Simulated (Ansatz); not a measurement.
`[F][Mg][O][SiH3]`, charge 0, multiplicity 1.

(1) Give a relaxed structure at PBE0-D4/def2-TZVP (Ansatz 0.2.0). (Estimate.)

## Answers

(1) The calculation gave: 
Cartesian coordinates in Å:
```
F 0.5294 1.4302 -3.6160
Mg 0.2935 0.7935 -2.0060
O 0.0529 0.1439 -0.3635
Si -0.1645 -0.4446 1.1240
H 0.8867 -1.4464 1.4661
H -0.1076 0.6404 2.1464
H -1.4903 -1.1171 1.2490
```
Point group C3v.
